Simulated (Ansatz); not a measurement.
`[NH2][Zr]([Cl])([Cl])[Cl]` + NH₃ → `[NH2][Zr]([NH2])([Cl])[Cl]` + HCl at 298.15 K and 1 bar (ligand exchange at a Zr–Cl bond).

Computed with Ansatz on PBE0-D4/def2-TZVP structures; ΔE is electronic, products minus reactants. CCSD(T)/CBS adds triple-zeta CCSD(T) − MP2 to the extrapolated MP2 energy (def2 sets, frozen cores). This one scheme is used for every species. def2 core potentials past Kr. For Zr outer-core shells are correlated without core-valence functions, which leaves a few kJ/mol of doubt a bond. Each species was taken in one conformer, which may not be the lowest.

```csv
species,CCSD(T)/CBS energy (Eh),H − E (kJ/mol),S (J/(mol·K))
`[NH2][Zr]([Cl])([Cl])[Cl]`,-1482.50761,98.4,410.5
NH₃,-56.50880,100.5,192.4
`[NH2][Zr]([NH2])([Cl])[Cl]`,-1078.59924,161.8,399.1
HCl,-460.38127,26.6,186.8
```

H − E and S are ideal-gas, rigid-rotor, harmonic terms from PBE0-D4/def2-TZVP, for one conformer and one mirror image of each species. 1 Eh = 2625.50 kJ/mol, R = 8.31446 J/(mol·K).

**Question.** By hand: ΔE, ΔH, ΔS and ΔG.

**Answer.** ΔE = (-1078.59924) + (-460.38127) − (-1482.50761) − (-56.50880) = 0.03590 Eh = 94.3 kJ/mol. Δ(H − E) = 161.8 + 26.6 − 98.4 − 100.5 = -10.5, so ΔH = 83.8 kJ/mol. ΔS = 399.1 + 186.8 − 410.5 − 192.4 = -17.0 J/(mol·K). ΔG = 83.8 − 298.15 × (-17.0)/1000 = 88.9 kJ/mol.

**Question.** By hand: the equilibrium constant, and the temperature at which ΔG would vanish if ΔH and ΔS stayed fixed.

**Answer.** log₁₀ K = −ΔG/(RT ln 10) = -15.6. ΔH and −TΔS have one sign here, so there is no such temperature.

ΔH outweighs TΔS. A doubt of 5 kJ/mol in ΔE shifts log₁₀ K by 0.9 here. Other conformers and mirror images would add mixing entropy, several J/(mol·K) or more a flexible species. Modes under 60 cm⁻¹, often nearly free rotors, make the harmonic entropy too high. These are equilibria of isolated gas molecules and say nothing of rates. Largest T1 diagnostic: 0.016 (customary marks: 0.02 for closed shells, 0.045 for open ones).
